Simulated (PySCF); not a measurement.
## Computed structure and properties of [Pb(OH)3]+

System: [Pb(OH)3]+ (singlet); start: template (C1). Method: PySCF 2.14.0, RKS r2SCAN, Pb def2-SVP with ECP60, O def2-SVP, H def2-SVP; non-relativistic Hamiltonian with scalar-relativistic core potentials where named; density fitting; no spin-orbit coupling.

Input of the relaxation:

```python
mol = gto.M(atom='''
Pb    -0.12682     0.00035     0.00132
O     -0.12682     0.00035     1.91972
H     -0.46492     0.09095     2.81972
O     -0.12682     0.00035    -1.91708
H     -0.46492    -0.09025    -2.81708
O      1.79158     0.00035     0.00132
H      2.69158    -0.09025    -0.33678''',
    basis={'Pb': 'def2-SVP', 'O': 'def2-SVP', 'H': 'def2-SVP'},
    ecp={'Pb': 'def2-SVP'},
    charge=1, spin=0)
mf = dft.RKS(mol, xc='R2SCAN')
mf.grids.atom_grid = (50, 194)
mf = mf.density_fit()  # fitting sets: Pb def2-universal-JKFIT, O def2-universal-JKFIT, H def2-universal-JKFIT
mf.conv_tol = 1e-08; mf.max_cycle = 55
mf.kernel(dm0)  # dm0: converged density of the start geometry
# quasi-Newton relaxation in Cartesian coordinates to a largest gradient under 0.00045 Eh/bohr, steps kept in the point group
```

Run from Python with OMP_NUM_THREADS=2; the lines above give its settings. Where DIIS fails, smearing, a level shift and second-order steps follow.
It took 100 s on 2 threads of Arm Neoverse V2 (shared host), from the converged density of the start.

Course of the relaxation:

```
step  energy above end (eV)  largest force component within the symmetry (eV/Å)
   0                 2.6320                                               2.625
   1                 1.7286                                               1.952
   2                 1.1191                                               2.203
   3                 0.8893                                               1.206
   4                 0.6910                                               1.039
   5                 0.5307                                               2.356
   6                 0.4038                                               2.117
   7                 0.3155                                               1.077
  26                 0.0011                                               0.095
  27                 0.0007                                               0.079
  28                 0.0003                                               0.030
  29                 0.0001                                               0.017
  30                 0.0000                                               0.014
  31                 0.0000                                               0.015
```
(The steps between are left out.)

Relaxed geometry (Cs):

```xyz
7

Pb    0.5753   -0.0179    0.0891
O    -0.3150    0.0281    1.9363
H    -1.2907    0.0467    1.8528
O    -0.2053   -0.0207   -1.8247
H    -1.1841   -0.0047   -1.8182
O     2.6114   -0.0466    0.1712
H     2.9814   -0.0732   -0.7355
```

| contact | Å |
| --- | --- |
| Pb1–O2 (OH) | 2.051 |
| Pb1–O4 (OH) | 2.067 |
| Pb1–O6 (OH) | 2.038 |

On the finer grid (75, 302):

```yaml
HOMO: -13.57 eV
LUMO: -10.97 eV
Dipole_about_the_centre_of_mass: 3.22 D
Set_of_Mulliken_populations_of_Pb1_outside_the_core_potential: s 3.37, p 7.12, d 10.24
D3_BJ_dispersion_energy_not_in_the_energies: -0.029 eV
```

```csv
atom,Mulliken (e),Löwdin (e),spin (e)
Pb1,1.26,1.05,0.00
O2,-0.34,-0.14,0.00
H3,0.25,0.13,0.00
O4,-0.35,-0.15,0.00
H5,0.25,0.13,0.00
O6,-0.35,-0.15,0.00
H7,0.26,0.13,0.00
```

No frequency check is given for this geometry.

Taking off one OH (charge -1, singlet; the rest: singlet) in vacuum, both parts rigid, costs 19.24 eV; the small basis without counterpoise inflates it. Most of it is the attraction of opposite charges; other ways to part are cheaper, and one spin state was tried for the rest.

Rigid scan of OH along the line from its metal:

```tsv
distance to O2 (Å)	energy (eV)
1.75	1.460
1.85	0.544
1.95	0.114
2.05	0.000
2.15	0.079
2.25	0.273
2.45	0.805
2.75	1.612
```

One start shape was tried, so this needn't be the lowest isomer.
